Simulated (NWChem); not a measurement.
C$_{3}$H$_{3}$F$_{3}$; SMILES C(C(=C)F)(F)F

```xyz
9

C     -1.3467    -1.1081    -0.2233
C     -0.0801    -0.7215    -0.1743
F      0.9371    -1.5515    -0.3948
C      0.4154     0.6608     0.1408
F     -0.6189     1.4742     0.4177
F      1.0829     1.1594    -0.9209
H     -2.1358    -0.3829    -0.0286
H     -1.6040    -2.1421    -0.4577
H      1.1075     0.6509     1.0029
```
Atoms are numbered in this order, from 1.

Level: PBE0/def2-SVP (NWChem), optimised geometry, unscaled harmonic frequencies. 

**Question.** List the harmonic frequencies with IR intensities, and the thermochemistry.

**Answer.** 
```json
[
 {"frequency (cm⁻¹)": "74", "IR intensity (km/mol)": "1.9"},
 {"frequency (cm⁻¹)": "231", "IR intensity (km/mol)": "0.8"},
 {"frequency (cm⁻¹)": "301", "IR intensity (km/mol)": "5.9"},
 {"frequency (cm⁻¹)": "418", "IR intensity (km/mol)": "3.3"},
 {"frequency (cm⁻¹)": "495", "IR intensity (km/mol)": "6.8"},
 {"frequency (cm⁻¹)": "570", "IR intensity (km/mol)": "3.7"},
 {"frequency (cm⁻¹)": "691", "IR intensity (km/mol)": "10.9"},
 {"frequency (cm⁻¹)": "761", "IR intensity (km/mol)": "0.2"},
 {"frequency (cm⁻¹)": "906", "IR intensity (km/mol)": "58.8"},
 {"frequency (cm⁻¹)": "947", "IR intensity (km/mol)": "19.9"},
 {"frequency (cm⁻¹)": "957", "IR intensity (km/mol)": "24.2"},
 {"frequency (cm⁻¹)": "1163", "IR intensity (km/mol)": "149.7"},
 {"frequency (cm⁻¹)": "1192", "IR intensity (km/mol)": "165.8"},
 {"frequency (cm⁻¹)": "1297", "IR intensity (km/mol)": "87.2"},
 {"frequency (cm⁻¹)": "1380", "IR intensity (km/mol)": "10.2"},
 {"frequency (cm⁻¹)": "1396", "IR intensity (km/mol)": "33.6"},
 {"frequency (cm⁻¹)": "1457", "IR intensity (km/mol)": "78.0"},
 {"frequency (cm⁻¹)": "1794", "IR intensity (km/mol)": "64.3"},
 {"frequency (cm⁻¹)": "3083", "IR intensity (km/mol)": "35.4"},
 {"frequency (cm⁻¹)": "3206", "IR intensity (km/mol)": "4.3"},
 {"frequency (cm⁻¹)": "3322", "IR intensity (km/mol)": "2.2"}
]
```

```json
{
  "zero_point_energy": "36.6 kcal/mol",
  "thermal correction to the enthalpy at 298.15 K (with zero-point energy)": "40.8 kcal/mol",
  "heat capacity Cv": "19.0 cal/(mol K)",
  "entropy at 298.15 K and 1 atm (symmetry number 1)": "76.6 cal/(mol K)",
  "dipole_moment": "1.47 D"
}
```

Rigid rotor and harmonic oscillator; modes under 100 cm⁻¹ make the entropy uncertain.
